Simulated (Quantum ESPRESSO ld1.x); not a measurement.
Q: W I, 74 electrons, occupied as [Xe] 4f14 5d4 6s1.75 7s0.25 (fractional occupations, a model configuration). Calculated with ld1.x of Quantum ESPRESSO 7.5: scalar-relativistic Kohn-Sham, LDA (Slater exchange, VWN5 correlation), spin-polarised, spherical densities, point nucleus; open shells are filled with parallel spins first. Some entries of the table are withheld. Estimate them.

orbital,occ.,eigenvalue (eV),<r^2> (bohr^2)
1s up,1,-69440.4,0.0004634
1s down,1,-69440.4,0.0004634
2s up,1,-11987.1,0.007126
2s down,1,-11987.0,0.007126
2p up,3,-10487.0,0.005895
2p down,3,-10486.9,0.005895
3s up,1,-2760.79,0.04629
3s down,1,-2760.72,0.04629
3p up,3,-2316.65,0.04704
3p down,3,-2316.58,0.04704
3d up,5,-1805.04,0.03900
3d down,5,-1804.93,0.03900
4s up,1,-569.525,0.2284
4s down,1,-569.374,0.2284
4p up,3,-423.782,0.2603
4p down,3,-423.629,0.2603
4d up,5,-239.093,0.3036
4d down,5,-238.904,0.3032
5s up,1,-80.7605,1.285
5s down,1,-79.3117,1.271
5p up,3,-45.0550,1.784
5p down,3,-43.1786,1.759
4f up,7,-34.3977,0.4685
4f down,7,-34.0148,0.4604
6s up,1,(1),10.54
5d up,4,-6.4929,4.907
6s down,0.75,(2),12.07
5d down,0,-4.2822,5.584
6p up,0,-2.4265,23.07
6p down,0,-1.7053,30.71
7s up,0.25,(3),126.8
7s down,0,(4),148.0
6d up,0,(5),291.8
6d down,0,(6),355.9

A: 
(1) 6s up eigenvalue (eV): -7.3461
(2) 6s down eigenvalue (eV): -5.7994
(3) 7s up eigenvalue (eV): -0.7695
(4) 7s down eigenvalue (eV): -0.6288
(5) 6d up eigenvalue (eV): -0.1106
(6) 6d down eigenvalue (eV): -0.0600
